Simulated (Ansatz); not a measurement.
Ansatz results at the PBE0-D4/def2-TZVP geometry: LUMO energy (B3LYP/def2-TZVPP) -1.48 eV; size of the dipole moment (B3LYP/def2-TZVPP) 2.81 D; HOMO energy (PBE0/def2-TZVPP) -5.92 eV.

Each molecule was computed in one conformer, which needn't be the lowest.

Task: Which molecule gave them?
A. `CC1B[SiH2]O1`
B. `C=C(C)[CH]1[O][AlH]1`
C. `[AlH2][CH]1C=COC1`
D. `C#C[CH2][AlH][CH2]O`

Result: B. The others give `C#C[CH2][AlH][CH2]O`: -1.32, 1.98, -6.70; `CC1B[SiH2]O1`: -2.49, 1.61, -7.50; `[AlH2][CH]1C=COC1`: -1.05, 1.69, -6.05.

B3LYP here is the variant with VWN-RPA as its local correlation; programs differ in this.
